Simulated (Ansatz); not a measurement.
PBE exchange is replaced step by step with exact exchange (0 % is PBE, 25 % PBE0; no dispersion term), basis def2-TZVP, Ansatz. System: AlCl2F. Total charge 0; singlet. Geometry: r2SCAN-D4/def2-TZVP.

Geometry of the singlet:

```xyz
4

Al   -0.075    0.024   -0.052
Cl    1.290   -1.326   -0.817
Cl    0.159    0.864    1.822
F    -1.374    0.438   -0.953
```

```
exact exchange (%)  HOMO (eV)  LUMO (eV)  gap (eV)
                 0      -8.18      -2.19      6.00
                 5      -8.47      -2.01      6.46
                10      -8.76      -1.84      6.92
                25      -9.64      -1.32      8.31
                35     -10.22      -0.98      9.24
                50     -11.11      -0.47     10.63
```

Fit a straight line to the column «gap (eV)» against the share of exact exchange and predict its value at 15 %.

With x = exact exchange (%) and y = gap (eV): mean x = 20.83, mean y = 7.927; Σ(x − x̄)(y − ȳ) = 173.3, Σ(x − x̄)² = 1871; slope b = 0.09262, intercept a = ȳ − b·x̄ = 5.998. The residuals of the fitted rows reach 0.00. At x = 15 the line gives 5.998 + (0.09262 × 15) = 7.39; the run gave 7.39, the same within rounding.
